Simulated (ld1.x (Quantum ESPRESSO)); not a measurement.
**What the settings do to the PAW potential of N**

Base potential:

| Property | Result |
| --- | --- |
| Element | N |
| Generator | ld1.x (Quantum ESPRESSO) 7.5 |
| Type | PAW |
| Functional | Wu–Cohen |
| Relativity | scalar-relativistic |
| Frozen core | [He] |
| Valence charge | 5 |
| Reference configuration | 2s2 2p3 |
| Partial waves | 2s (bound): rcut 0.90, rcutus 1.05 bohr; 2s channel at 0.15 Ry: rcut 0.90, rcutus 1.05 bohr; 2p (bound): rcut 1.60, rcutus 2.20 bohr; 2p channel at 0.4 Ry: rcut 1.60, rcutus 2.20 bohr; 3d channel at 0.1 Ry: rcut 1.70, rcutus 2.40 bohr |
| Local potential | all-electron potential smoothed inside 1.40 bohr (lloc = -1) |
| Core correction | Bessel-smoothed model core inside 0.70 bohr |
| Augmentation charge | PSQ, inside the norm-conserving radii |

All-electron outer shells of the reference configuration (Wu–Cohen, scalar-relativistic, ld1.x):

```
shell  level (eV)  outermost node (bohr)  outermost maximum (bohr)
   1s     -383.97                      –                      0.15
   2s      -18.47                   0.32                      1.02
   2p       -7.05                      –                      0.97
```

Cutoffs, loose and tight: the cutoffs (Ry, on a coarse ladder) from which the occupation-weighted sum of valence levels, in a spherical-Bessel basis at the reference potential, stays within 10 and 1 mRy of its value at 400 Ry. They do not see the model core or the augmentation charge, which bear on the density cutoff. Test errors are all-electron minus pseudo excitation energies from the reference, over the configurations 2s2 2p2; 2s2 2p1; 2s2 2p0; 2s1 2p0; 2s0 2p5; 2s1 2p3; 2s2 2p2.5. A dash means not determined; rows that change the core or the reference have their own tests. The largest error is taken over the tests solved by every variant that gives reliable tests at all: 2s0 2p5; 2s1 2p0; 2s2 2p0.

Cutoffs are not given where the Bessel-basis levels miss the radial ones by over 6 mRy, ghosts where they miss by over 20 mRy; a channel whose overlap is not positive is not tested.

A file whose overlap is not positive is unfit for use, and its test errors describe a broken file.

```csv
change,outcome,"cutoff, loose","cutoff, tight",bound ghosts,largest test error (meV)
base,"generated, overlap not positive",–,–,not determined (overlap not positive),-39
"all radii but the core radius scaled by about 0.80 (s 0.84, p 1.76, d 1.92 bohr, rcut 0.72/1.28/1.36); local potential all-electron potential smoothed inside 1.12 bohr (lloc = -1)","generated, overlap not positive",–,–,not determined (overlap not positive),-41
"all radii but the core radius scaled by about 0.86 (s 0.90, p 1.90, d 2.06 bohr, rcut 0.78/1.38/1.46); local potential all-electron potential smoothed inside 1.20 bohr (lloc = -1)","generated, overlap not positive",–,–,not determined (overlap not positive),-41
"all radii but the core radius scaled by about 1.08 (s 1.14, p 2.38, d 2.60 bohr, rcut 0.98/1.74/1.84); local potential all-electron potential smoothed inside 1.52 bohr (lloc = -1)",generated,15 Ry,21 Ry,none,-41
"all radii but the core radius scaled by about 1.26 (s 1.32, p 2.76, d 3.02 bohr, rcut 1.12/2.00/2.14); local potential all-electron potential smoothed inside 1.76 bohr (lloc = -1)",generated,18 Ry,30 Ry,none,-31
```

(1) What comes out with this change to the base: all radii but the core radius scaled by about 0.95 (s 1.00, p 2.08, d 2.26 bohr, rcut 0.84/1.50/1.60); local potential all-electron potential smoothed inside 1.32 bohr (lloc = -1)?

(2) What comes out with this change to the base: all radii but the core radius scaled by about 1.40 (s 1.46, p 3.08, d 3.36 bohr, rcut 1.26/2.24/2.38); local potential all-electron potential smoothed inside 1.96 bohr (lloc = -1)?

(3) What comes out with this change to the base: all radii but the core radius scaled by about 1.20 (s 1.26, p 2.64, d 2.88 bohr, rcut 1.08/1.92/2.04); local potential all-electron potential smoothed inside 1.68 bohr (lloc = -1)?

Answers

(1) outcome: generated; cutoff, loose: 18 Ry; cutoff, tight: 35 Ry; bound ghosts: none; largest test error (meV): -40.

(2) outcome: generated; cutoff, loose: 18 Ry; cutoff, tight: 25 Ry; bound ghosts: none; largest test error (meV): -31.

(3) outcome: generated; cutoff, loose: 18 Ry; cutoff, tight: 30 Ry; bound ghosts: none; largest test error (meV): -41.

Reading the sweep of the scale of all radii but the core radius (base = 1) (base included, trends over the rows without a ghost): The loose cutoff stays near 18 Ry.
